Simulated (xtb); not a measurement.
CHO2, doublet, geometry from GFN2-xTB; GFN2-xTB with ALPB(water) in xtb 6.7.1.

Here is a job for xtb.
```
$ xtb mol.xyz --gfn 2 --chrg 0 --uhf 1 --alpb water --json

# file mol.xyz
4

O     -1.07370959    -0.42926071    -0.00428227
C     -0.04616944     0.18751753     0.00141223
O      1.15027992     0.11826974     0.00194013
H     -0.33554598     1.36282262     0.01026371
```

Question: Write the output that xtb gives for this input, abridged.

Answer: 
```
   ID    Z sym.   atoms
    1    8 O      1, 3
    2    6 C      2
    3    1 H      4

           -------------------------------------------------
          |                Calculation Setup                |
           -------------------------------------------------

           -------------------------------------------------
          |                 G F N 2 - x T B                 |
           -------------------------------------------------

      * Solvation model:               ALPB
        Solvent                        water
        Parameter file                 internal GFN2-xTB/ALPB
        Dielectric constant                8.0200E+01
        Reference state                gsolv [1 M gas/solution]
        Free energy shift                  1.0808E-03 Eh       6.7819E-01 kcal/mol
        Temperature                        2.9815E+02 K
        Density                            1.0000E+00 kg/L
        Solvent mass                       1.8000E+01 g/mol
        Interaction kernel             P16
        Born radius scaling (c1)           1.4744E+00
        Born radii integrator          GBOBC
        Born offset                        0.0000E+00 a0       0.0000E+00 AA
        H-bond correction              true
        Ion screening                  false
        Surface tension                    1.0000E-05 Eh       1.5569E+01 dyn/cm
        Grid points                               230 per atom

          ...................................................
          :                      SETUP                      :
          :.................................................:
          :  # basis functions                  13          :
          :  # atomic orbitals                  13          :
          :  # shells                            7          :
          :  # electrons                        17          :
          :  max. iterations                   250          :
          :  Hamiltonian                  GFN2-xTB          :
          :  restarted?                      false          :
          :  GBSA solvation                   true          :
          :  PC potential                    false          :
          :  electronic temp.          300.0000000     K    :
          :  accuracy                    1.0000000          :
          :  -> integral cutoff          0.2500000E+02      :
          :  -> integral neglect         0.1000000E-07      :
          :  -> SCF convergence          0.1000000E-05 Eh   :
          :  -> wf. convergence          0.1000000E-03 e    :
          :  Broyden damping             0.4000000          :
          :  net charge                          0          :
          :  unpaired electrons                  1          :
          ...................................................

 iter      E             dE          RMSdq      gap      omega  full diag
   1    -10.7679904 -0.107680E+02  0.645E+00    5.09       0.0  T
   2    -10.7895783 -0.215879E-01  0.303E+00    4.62       1.0  T
   3    -10.7902280 -0.649625E-03  0.148E+00    4.87       1.0  T
   4    -10.7908820 -0.654062E-03  0.163E-01    4.84       1.0  T
   5    -10.7908745  0.754552E-05  0.900E-02    4.84       1.0  T
   6    -10.7908931 -0.185815E-04  0.310E-02    4.82       1.6  T
   7    -10.7908954 -0.233629E-05  0.155E-03    4.83      32.4  T
   8    -10.7908954 -0.324155E-08  0.375E-04    4.83     133.2  T
   9    -10.7908954 -0.443290E-10  0.405E-05    4.83    1234.9  T

   *** convergence criteria satisfied after 9 iterations ***

         :::::::::::::::::::::::::::::::::::::::::::::::::::::
         ::                     SUMMARY                     ::
         :::::::::::::::::::::::::::::::::::::::::::::::::::::
         :: total energy             -10.704654006483 Eh    ::
         :: total w/o Gsasa/hb       -10.705597940696 Eh    ::
         :: gradient norm              0.010713797034 Eh/a0 ::
         :: HOMO-LUMO gap              4.825331359038 eV    ::
         ::.................................................::
         :: SCC energy               -10.790895394189 Eh    ::
         :: -> isotropic ES            0.055980931148 Eh    ::
         :: -> anisotropic ES          0.003851065129 Eh    ::
         :: -> anisotropic XC         -0.001097901572 Eh    ::
         :: -> dispersion             -0.000887995709 Eh    ::
         :: -> Gsolv                  -0.009332307439 Eh    ::
         ::    -> Gelec               -0.010276241652 Eh    ::
         ::    -> Gsasa                0.004874325587 Eh    ::
         ::    -> Ghb                 -0.005011151072 Eh    ::
         ::    -> Gshift               0.001080759698 Eh    ::
         :: repulsion energy           0.086241387706 Eh    ::
         :: add. restraining           0.000000000000 Eh    ::
         :: total charge               0.000000000000 e     ::
         :::::::::::::::::::::::::::::::::::::::::::::::::::::

           -------------------------------------------------
          |                Property Printout                |
           -------------------------------------------------

    * Orbital Energies and Occupations

         #    Occupation            Energy/Eh            Energy/eV
      -------------------------------------------------------------
         1        2.0000           -0.7798610             -21.2211
         2        2.0000           -0.7651647             -20.8212
         3        2.0000           -0.6567292             -17.8705
         4        2.0000           -0.6293958             -17.1267
         5        2.0000           -0.6235422             -16.9674
         6        2.0000           -0.5828040             -15.8589
         7        2.0000           -0.5058590             -13.7651
         8        2.0000           -0.4999877             -13.6054
         9        1.0000           -0.4190276             -11.4023 (HOMO)
        10                         -0.2416999              -6.5770 (LUMO)
        11                          0.0315934               0.8597
        12                          0.3122545               8.4969
        13                          0.8546145              23.2552
      -------------------------------------------------------------
                  HL-Gap            0.1773277 Eh            4.8253 eV
             Fermi-level           -0.3949357 Eh          -10.7467 eV

     #   Z          covCN         q      C6AA      α(0)
     1   8 O        0.856    -0.345    20.613     6.087
     2   6 C        2.591     0.399    20.287     7.365
     3   8 O        0.856    -0.345    20.613     6.087
     4   1 H        0.880     0.291     0.739     1.346

 Mol. C6AA /au·bohr⁶  :        207.097939
 Mol. C8AA /au·bohr⁸  :       4589.920813
 Mol. α(0) /au        :         20.884847

Wiberg/Mayer (AO) data.
largest (>0.10) Wiberg bond orders for each atom

 ---------------------------------------------------------------------------
     #   Z sym  total        # sym  WBO       # sym  WBO       # sym  WBO
 ---------------------------------------------------------------------------
     1   8 O    2.173 --     2 C    1.678     3 O    0.395
     2   6 C    3.933 --     3 O    1.678     1 O    1.678     4 H    0.576
     3   8 O    2.173 --     2 C    1.678     1 O    0.395
     4   1 H    0.775 --     2 C    0.576
 ---------------------------------------------------------------------------

Topologies differ in total number of bonds
Writing topology from bond orders to xtbtopo.mol

molecular dipole:
                 x           y           z       tot (Debye)
 q only:       -0.269       1.093       0.008
   full:       -0.289       1.172       0.009       3.068
molecular quadrupole (traceless):
                xx          xy          yy          xz          yz          zz
 q only:       -3.798      -1.834       3.201      -0.018       0.019       0.598
  q+dip:       -5.224      -2.464       4.178      -0.025       0.022       1.047
   full:       -5.754      -2.575       4.069      -0.027       0.016       1.684

           -------------------------------------------------
          | TOTAL ENERGY              -10.704654006483 Eh   |
          | GRADIENT NORM               0.010713797034 Eh/α |
          | HOMO-LUMO GAP               4.825331359038 eV   |
           -------------------------------------------------

normal termination of xtb
```
